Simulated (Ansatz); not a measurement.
Cost and result up the ladder for Si5F3 (8 atoms). Total charge 0; doublet. Geometry: B3LYP-D4/def2-SVP.

Cartesian coordinates in Å:
```
Si 0.253 -1.768 -1.083
Si -2.401 1.338 0.439
Si -0.403 0.370 1.674
Si -0.520 0.422 -0.755
Si 1.307 -0.733 0.657
F -2.120 2.952 0.541
F 1.010 -2.109 -2.494
F 2.873 -0.474 1.022
```

Ansatz on 4 threads of Arm Neoverse V2 on a shared host. Times are rough, and most runs start from the orbitals of an earlier one. r2SCAN0-D4/def2-TZVP serves as the yardstick here, not as an exact answer. Differences are given only for rows in sets of like size (and for xTB, whose basis is part of the method), since another set adds its own error. Binding counts from free atoms at the same level (Si triplet, F doublet; other spins of the atoms weren't run), without zero-point energy or a counterpoise term.

Correlated methods freeze 28 core orbitals. The rows differ in basis, and correlated rows in double-zeta sets carry the largest basis error. In CCSD on the charge 0 doublet the largest single amplitude is 0.16, so its Hartree–Fock determinant may place the open shell otherwise than the density functionals do. Another isomer (doublet) lies 0.98 eV lower at PBE0-D4/def2-TZVP; other spin states weren't run for this one.

Correlated methods converge slowly with the basis, most of all in double-zeta sets.

```json
{"level": "PBE-D4/def2-TZVP (with forces)", "functions": "278", "wall time": "8 s", "binding energy per atom (eV)": "3.96", "difference from r2SCAN0-D4/def2-TZVP (eV)": "0.28", "remarks": "–"}
{"level": "PBE0-D4/def2-TZVP", "functions": "278", "wall time": "20 s", "binding energy per atom (eV)": "3.77", "difference from r2SCAN0-D4/def2-TZVP (eV)": "0.10", "remarks": "–"}
{"level": "r2SCAN-D4/def2-TZVP", "functions": "278", "wall time": "21 s", "binding energy per atom (eV)": "3.84", "difference from r2SCAN0-D4/def2-TZVP (eV)": "0.17", "remarks": "–"}
{"level": "B97M-V/def2-TZVP", "functions": "278", "wall time": "27 s", "binding energy per atom (eV)": "3.88", "difference from r2SCAN0-D4/def2-TZVP (eV)": "0.21", "remarks": "–"}
{"level": "r2SCAN0-D4/def2-TZVP", "functions": "278", "wall time": "36 s", "binding energy per atom (eV)": "3.67", "difference from r2SCAN0-D4/def2-TZVP (eV)": "0.00", "remarks": "–"}
{"level": "CCSD(T)/def2-SVP", "functions": "132", "wall time": "63 s", "binding energy per atom (eV)": "3.26", "difference from r2SCAN0-D4/def2-TZVP (eV)": "–", "remarks": "spin-contaminated (⟨S²⟩ 1.11)"}
```
